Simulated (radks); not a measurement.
Species: F3+. Configuration: [He] 2s2 2p2. Calculated with a radial shooting solver on a logarithmic mesh with Libxc functionals: non-relativistic Kohn-Sham, PBE, spin-polarised, spherical densities, point nucleus; open shells are filled with parallel spins first.

Normalised radial functions P(r) = r R(r), r in bohr:

| r | 2s up | 2p up |
|---|---|---|
| 0.005566 | 0.0745 | 0.0008 |
| 0.007543 | 0.0991 | 0.0015 |
| 0.01014 | 0.1301 | 0.0027 |
| 0.01374 | 0.1706 | 0.0049 |
| 0.01848 | 0.2195 | 0.0086 |
| 0.02504 | 0.2798 | 0.0153 |
| 0.03394 | 0.3484 | 0.0271 |
| 0.04563 | 0.4182 | 0.0466 |
| 0.06185 | 0.4818 | 0.0798 |
| 0.08382 | 0.5179 | 0.1335 |
| 0.1127 | 0.4995 | 0.2141 |
| 0.1527 | 0.3919 | 0.3348 |
| 0.2053 | 0.1735 | 0.4931 |
| 0.2783 | -0.1694 | 0.6893 |
| 0.3771 | -0.5821 | 0.8895 |
| 0.5071 | -0.9419 | 1.0349 |
| 0.6872 | -1.1198 | 1.0594 |
| 0.9314 | -1.0115 | 0.9115 |
| 1.252 | -0.6906 | 0.6353 |
| 1.697 | -0.3313 | 0.3311 |
| 2.282 | -0.1066 | 0.1227 |
| 3.092 | -0.0187 | 0.0267 |

2s up: eigenvalue -93.273 eV, 1 radial node at r = 0.242 bohr, <r> = 0.871 bohr, 90 % of the charge inside 1.36 bohr. 2p up: eigenvalue -75.092 eV, 0 radial nodes, <r> = 0.819 bohr, 90 % of the charge inside 1.35 bohr.
